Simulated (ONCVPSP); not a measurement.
Plane-wave convergence, ONCV potential for terbium

* Element: terbium
* Generator: ONCVPSP 4.0.1
* Type: optimised norm-conserving Vanderbilt (ONCV)
* Functional: PBEsol
* Relativity: fully relativistic
* Frozen core: [Kr] 4d10 4f8
* Valence charge: 11
* Reference configuration: 5s2 5p6 5d1 6s1 6p1
* Partial waves: 5s+6s: rc 2.10 bohr, ncon 3, nbas 6, qcut 6.2 1/bohr, 2 projectors; 5p+6p: rc 2.20 bohr, ncon 4, nbas 9, qcut 5.7 1/bohr, 2 projectors; 5d: rc 2.10 bohr, ncon 4, nbas 8, qcut 4.9 1/bohr, 2 projectors, debl 1.9 Ha
* Local potential: polynomial inside 1.75 bohr (lpopt 5, dvloc0 -1 Ha)
* Core correction: none

Open shells are filled in proportion to 2j + 1.

Problem. For each optimised wave give the share of its norm inside rc, the residual kinetic energy above qcut (Ha) and the cutoffs (Ha) for errors of 10, 1, 0.1 and 0.01 mHa per electron.

Solution.

| wave | norm inside rc | residual KE | 10 mHa | 1 mHa | 0.1 mHa | 0.01 mHa |
| --- | --- | --- | --- | --- | --- | --- |
| 5s | 0.950 | 1.8e-06 | 9.4 | 12.8 | 15.2 | 17.3 |
| 6s | 0.063 | 5.1e-07 | 6.7 | 11.2 | 14.3 | 16.6 |
| 5p j=3/2 | 0.879 | 2.4e-06 | 5.2 | 6.9 | 11.7 | 14.5 |
| 6p j=3/2 | 0.029 | 9.1e-07 | 3.5 | 5.3 | 7.7 | 13.3 |
| 5p j=1/2 | 0.915 | 1.1e-06 | 6.2 | 8.0 | 9.4 | 12.0 |
| 6p j=1/2 | 0.032 | 9.2e-07 | 4.2 | 6.2 | 7.9 | 12.4 |
| 5d j=5/2 | 0.362 | 1.5e-05 | 6.2 | 8.5 | 10.5 | 12.4 |
| d projector 2 j=5/2 | 0.120 | 1.1e-04 | 7.7 | 10.1 | 12.0 | 17.9 |
| 5d j=3/2 | 0.389 | 2.9e-05 | 6.5 | 8.9 | 10.9 | 15.4 |
| d projector 2 j=3/2 | 0.120 | 1.6e-04 | 8.0 | 10.4 | 12.3 | 19.1 |

The occupied waves need 13 Ha and 15 Ha for 1 and 0.1 mHa. Note: no bound ghost flagged; GHOST(+) flagged for s at 132.1 eV. 1 of 4 tests not solved or not reliable.
